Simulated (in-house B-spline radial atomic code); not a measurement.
Inner levels of iridium as electrons are removed. A shift is the extra binding of the orbital against the neutral atom ([Xe] 4f14 5d7 6s2). Computed with a radial B-spline atomic code at the basis-set limit: non-relativistic Hartree-Fock, average of the configuration, point nuclei.

This level leaves out relativity, spin-orbit splitting included, which matters for heavy ions.

```csv
ion,configuration,shift of 3p (eV),shift of 1s (eV),shift of 3d (eV),radius of 3p (bohr),radius of 1s (bohr),radius of 3d (bohr),Σ<r²> (bohr²),change of density at nucleus (bohr⁻³)
Ir14+,[Kr] 4d10 4f14 5s2 5p1,270.38,279.01,271.38,0.1998,0.019665,0.17502,12.823,102.5
Ir15+,[Kr] 4d10 4f14 5s2,?,?,?,?,?,?,?,?
Ir16+,[Kr] 4d10 4f13 5s2,342.64,351.37,343.74,0.19976,0.019665,0.17496,10.961,156.39
Ir17+,[Kr] 4d10 4f12 5s2,389.2,396.16,390.2,0.19971,0.019665,0.17492,10.413,195.4
Ir18+,[Kr] 4d10 4f12 5s1,?,?,?,?,?,?,?,?
Ir19+,[Kr] 4d10 4f12,450.54,461.26,452.02,0.19968,0.019665,0.17487,8.3644,-248.53
```

Problem. Fill in the row of Ir15+.

Solution. shift of 3p (eV): 297.77; shift of 1s (eV): 308.23; shift of 3d (eV): 298.98; radius of 3p (bohr): 0.19979; radius of 1s (bohr): 0.019665; radius of 3d (bohr): 0.175; Σ<r²> (bohr²): 11.55; change of density at nucleus (bohr⁻³): 119.23.

Problem. Fill in the row of Ir18+.

Solution. shift of 3p (eV): 419.59; shift of 1s (eV): 428.38; shift of 3d (eV): 420.82; radius of 3p (bohr): 0.1997; radius of 1s (bohr): 0.019665; radius of 3d (bohr): 0.17489; Σ<r²> (bohr²): 9.3697; change of density at nucleus (bohr⁻³): -20.487.
